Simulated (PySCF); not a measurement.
C6H9N.
SMILES: `C1=C[C@@H](N)[C@@H]2C[C@@H]21`

Computed with PySCF at wB97X-D/def2-SVPD, non-relativistic, on one gas-phase PBE0-D3(BJ)/def2-SVP geometry that isn't relaxed in the solvent. The solvent is an IEF-PCM continuum (Bondi radii, 1.10 Å for H, scaled by 1.2), and excitations are vertical TDDFT with non-equilibrium linear response and a frozen core. Specific hydrogen bonds and non-electrostatic terms are outside this model.

Gas-phase singlets (H = HOMO, L = LUMO):

| state | E (eV) | λ (nm) | f | leading configurations |
| --- | --- | --- | --- | --- |
| S1 | 6.366 | 195 | 0.037 | H-1→L 69%, H→L 24% |
| S2 | 6.505 | 191 | 0.125 | H→L 66%, H-1→L 21% |
| S3 | 7.088 | 175 | 0.025 | H-1→L+1 40%, H-1→L+2 20% |
| S4 | 7.210 | 172 | 0.028 | H→L+1 63%, H-1→L+1 14% |
| S5 | 7.389 | 168 | 0.055 | H-2→L 88% |

**Question.** What are the lowest 5 singlets in dichloromethane (ε = 8.93)?

**Answer.** 
| state | E (eV) | λ (nm) | f | leading configurations | change by rank (eV) |
| --- | --- | --- | --- | --- | --- |
| S1 | 6.389 | 194 | 0.195 | H→L 89% | +0.023 |
| S2 | 6.523 | 190 | 0.029 | H-1→L 89% | +0.018 |
| S3 | 7.229 | 171 | 0.039 | H→L+1 83% | +0.141 |
| S4 | 7.276 | 170 | 0.022 | H-2→L 47%, H-1→L+1 24% | +0.066 |
| S5 | 7.316 | 169 | 0.101 | H-2→L 46%, H-1→L+1 26% | -0.073 |

**Question.** The ground-state energy changes by -0.183 eV from gas to dichloromethane. By how much does the total energy of gas-phase S2 change?

**Answer.** E(S2) = E(S0) + excitation energy, so it changes by -0.183 − 0.116 = -0.299 eV: it is lowered more than the ground state, which is what a red shift means. This is the vertical state, with the slow part of the continuum still set for S0.

**Question.** How do the frontier levels move from gas to dichloromethane?

**Answer.** 
```
orbital  gas (eV)  solvent (eV)  change (eV)
 LUMO+2      2.95          3.10        +0.15
 LUMO+1      2.60          2.72        +0.12
   LUMO      1.96          1.98        +0.02
   HOMO     -8.71         -8.70        +0.01
 HOMO-1     -8.90         -8.99        -0.09
 HOMO-2    -10.05         -9.97        +0.08
 HOMO-3    -11.20        -11.15        +0.05
```

The HOMO–LUMO gap goes from 10.66 to 10.69 eV.

The pairwise dispersion term of wB97X-D wasn't added to the energies; at a given geometry it leaves orbitals and properties as they are.
